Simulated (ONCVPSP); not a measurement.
**La, ONCV: configuration errors across variants**

La (Z = 57), optimised norm-conserving Vanderbilt (ONCV), made with ONCVPSP 4.0.1 (PBEsol, scalar-relativistic). Core [Kr] 4d10, reference 5s2 5p6 5d1 6s2. Waves: 5s+6s: rc 2.45 bohr, ncon 3, nbas 7, qcut 3.8 1/bohr, 2 projectors; 5p: rc 2.45 bohr, ncon 4, nbas 8, qcut 7 1/bohr, 2 projectors, debl 0.4 Ha; 5d: rc 2.65 bohr, ncon 3, nbas 7, qcut 3.3 1/bohr, 1 projector; f scattering state at 0.19 Ha: rc 2.65 bohr, ncon 4, nbas 9, qcut 3.7 1/bohr, 1 projector. Local part: polynomial inside 2.15 bohr (lpopt 5, dvloc0 3 Ha). Core correction: none.

In the p channel the program set the typed energies aside and used -0.823, 0.250 Ha. In the f channel the program set the typed energies aside and used -0.161 Ha.

All-electron excitation energies from the reference (eV): (1) 5s2 5p6 5d1 6s1 6.000; (2) 5s2 5p6 5d1 6s0 16.848; (3) 5s2 5p6 5d0 6s0 35.755; (4) 5s2 5p6 5d1 6s0 6p1 8.983.

Errors AE − PS in meV (a dash: test not solved or not reliable):

```json
{"change": "base", "(1)": "-1.7", "(2)": "-8.1", "(3)": "+2.0", "(4)": "-4.5", "bound ghosts": "none", "GHOST(+) flags above zero": "none"}
{"change": "d: qcut 2.3", "(1)": "-1.8", "(2)": "-9.1", "(3)": "+13", "(4)": "-4.8", "bound ghosts": "none", "GHOST(+) flags above zero": "none"}
{"change": "d: qcut 2.7", "(1)": "-1.8", "(2)": "-8.7", "(3)": "+8.8", "(4)": "-4.7", "bound ghosts": "none", "GHOST(+) flags above zero": "none"}
{"change": "d: qcut 3.1", "(1)": "-1.7", "(2)": "-8.3", "(3)": "+3.9", "(4)": "-4.6", "bound ghosts": "none", "GHOST(+) flags above zero": "none"}
{"change": "d: qcut 3.5", "(1)": "-1.7", "(2)": "-8.0", "(3)": "+0.5", "(4)": "-4.5", "bound ghosts": "none", "GHOST(+) flags above zero": "none"}
{"change": "d: qcut 3.8", "(1)": "-1.7", "(2)": "-7.9", "(3)": "-1.1", "(4)": "-4.4", "bound ghosts": "none", "GHOST(+) flags above zero": "none"}
{"change": "d: qcut 4.2", "(1)": "-1.7", "(2)": "-7.8", "(3)": "-2.3", "(4)": "-4.4", "bound ghosts": "none", "GHOST(+) flags above zero": "none"}
{"change": "d: qcut 4.5", "(1)": "-1.7", "(2)": "-7.7", "(3)": "-2.7", "(4)": "-4.4", "bound ghosts": "none", "GHOST(+) flags above zero": "none"}
{"change": "d: qcut 4.9", "(1)": "-1.7", "(2)": "-7.7", "(3)": "-2.8", "(4)": "-4.4", "bound ghosts": "none", "GHOST(+) flags above zero": "none"}
```

Question: Give the same row for: d: qcut 1.9.

Answer: -1.8, -9.3, +16, -4.9; bound ghosts: none; GHOST(+) flags above zero: none.
